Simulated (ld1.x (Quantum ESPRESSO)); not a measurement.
# Transferability test, ultrasoft potential for Br

ld1.x (Quantum ESPRESSO) 7.5 input, shortened:

```
&input
   title='Br', zed=35., rel=1, dft='PZ', iswitch=3,
   config='[Ar] 3d10 4s2 4p5'
 /
 &inputp
   pseudotype=3, tm=.true., lloc=-1, rcloc=0.85,
   nlcc=.true., rcore=0.35
 /
6
4S  1  0   2.00   0.00  1.40  1.60  0.0
4S  1  0   0.00   0.80  1.40  1.60  0.0
4P  2  1   5.00   0.00  1.70  2.10  0.0
4P  2  1   0.00  -0.30  1.70  2.10  0.0
3D  3  2  10.00   0.00  0.50  0.60  0.0
3D  3  2   0.00  -4.15  0.50  0.60  0.0
 &test
   configts(1)='3d10 4s2 4p5'
 /
```

Energies are relative to the spin-unpolarised reference configuration 3d10 4s2 4p5; without spin polarisation the order of configurations can differ from experiment. Not all tests gave a result: test run stopped at test 5 of 9 (negative rho). The frozen-core shift is the all-electron ΔE with the core orbitals held at their reference shape minus the fully relaxed ΔE.

```csv
valence configuration,charge,ΔE all-electron (eV),error AE − PS (meV),frozen-core shift (meV)
3d10 4s2 4p3,+2,35.652,-2.3,+5.1
3d10 4s2 4p2,+3,69.873,+2.8,+13
3d10 4s2 4p4.5,+0.5,5.150,-0.8,+0.5
```

Problem. What are ΔE and the potential's error for 3d10 4s2 4p4?

Solution. ΔE = 12.708 eV all-electron; the error (AE − PS) is -1.8 meV.

Levels in the configuration 3d10 4s2 4p4:

```csv
level,all-electron (eV),pseudo (eV)
3d,-78.201,-78.120
4s,-30.592,-30.590
4p,-17.636,-17.634
```

Note: ghost state, extra bound levels that the all-electron valence spectrum of the same l lacks: s at -265.6 eV. A true bound ghost makes a file unfit for plane-wave use.
